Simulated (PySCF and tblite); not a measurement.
Results of a calculation; reference values are marked as such.
## C₆H₁₀BF₃, numbered as in [CH3:1][C@H:2]1[BH:3][C@H:4]([C:5]([F:6])([F:7])[F:8])[CH2:9][CH2:10]1: conformational analysis

Geometries GFN2-xTB; weights from PBE0-D3(BJ)/pcSseg-1 (IEF-PCM, water) energies and GFN2-xTB thermal corrections, with symmetry numbers and mirror pairs. Conformers within 2.5 kcal/mol (GFN2-xTB free energy) were kept, 4 at most. GIAO shieldings: PBE0/pcSseg-1 (IEF-PCM, water). Shifts are against TMS (¹H), TMS (¹³C), CFCl3 (¹⁹F), BF3·OEt2 (¹¹B) at the same level; of two unlike H on one atom, a is the less shielded. (PySCF 2.14, tblite 0.8.)

The 5-ring runs over atoms 2–3–4–9–10.

```csv
conformer,shape,symmetry,E(GFN2) kcal/mol,E(DFT) kcal/mol,G(298.15 K) kcal/mol,weight %,dipole D
1,"5-ring twist (ring torsions 11, -31, 39, -32, 12°)",C1,0.00,0.00,0.00,99.8,3.39
2,"5-ring between envelope and twist (ring torsions -7, 26, -35, 30, -14°)",C1,1.52,3.42,3.83,0.2,3.33
```

Weights (%) against temperature:

```json
{"T (K)": "250", "1": "100.0", "2": "0.0", "S(mix) cal/mol/K": "0.01"}
{"T (K)": "298.15", "1": "99.8", "2": "0.2", "S(mix) cal/mol/K": "0.02"}
{"T (K)": "350", "1": "99.6", "2": "0.4", "S(mix) cal/mol/K": "0.05"}
```

Averaged shifts at 298.15 K. ¹H: 7.90 (H3, 1H), 2.59 (H4, 1H), 2.45 (H9a, 1H), 2.24 (H10a, 1H), 1.90 (H9b, 1H), 1.45 (H2, 1H), 1.42 (H10b, 1H), 1.33 (H1, 3H) ppm. ¹³C: 139.5 (C5), 54.1 (C4), 47.8 (C2), 38.4 (C10), 31.5 (C9), 17.1 (C1) ppm. ¹⁹F: -78.5 (F6/F7/F8) ppm. ¹¹B: 92.1 (B3) ppm.

Coordinates of conformer 1 (Å):

```xyz
20

C    -2.635    0.513    0.204
C    -1.217    0.232   -0.294
B    -0.019    1.115    0.212
C     1.202    0.119    0.424
C     2.541    0.577   -0.100
F     2.516    0.848   -1.418
F     2.980    1.695    0.504
F     3.515   -0.340    0.067
C     0.751   -1.206   -0.225
C    -0.767   -1.223   -0.050
H    -2.693    0.367    1.280
H    -2.920    1.538   -0.018
H    -3.350   -0.156   -0.270
H    -1.220    0.390   -1.384
H     0.005    2.266    0.384
H     1.338   -0.033    1.502
H     1.236   -2.074    0.219
H     0.998   -1.183   -1.289
H    -1.018   -1.507    0.974
H    -1.248   -1.929   -0.725
```

Coordinates of conformer 2 (Å):

```xyz
20

C    -2.376   -0.172   -0.585
C    -1.135   -0.685    0.172
B     0.040   -0.960   -0.841
C     1.100    0.217   -0.653
C     2.388   -0.312   -0.057
F     3.017   -1.170   -0.880
F     3.280    0.662    0.206
F     2.214   -0.969    1.102
C     0.418    1.214    0.309
C    -0.582    0.392    1.127
H    -3.166    0.078    0.120
H    -2.136    0.716   -1.163
H    -2.748   -0.934   -1.266
H    -1.456   -1.562    0.740
H     0.135   -1.832   -1.606
H     1.407    0.705   -1.583
H    -0.109    1.962   -0.283
H     1.138    1.733    0.942
H    -1.370    1.020    1.542
H    -0.065   -0.094    1.955
```

Unscaled ¹⁹F shifts at such levels can be off by tens of ppm; differences between conformers or isomers are more reliable. Shifts are unscaled: against experiment ¹³C can be off by 15 ppm or more and ¹H by 0.8 ppm.

Search and properties took 88 s on 1 thread of Arm Neoverse V1, on a host shared with other jobs (rough), launched as `OMP_NUM_THREADS=1 python ens_run.py task.json out`.


Conformer gaps in pcSseg-1 on xTB geometries can be 2 kcal/mol off for S=O, P=O and other polar bonds.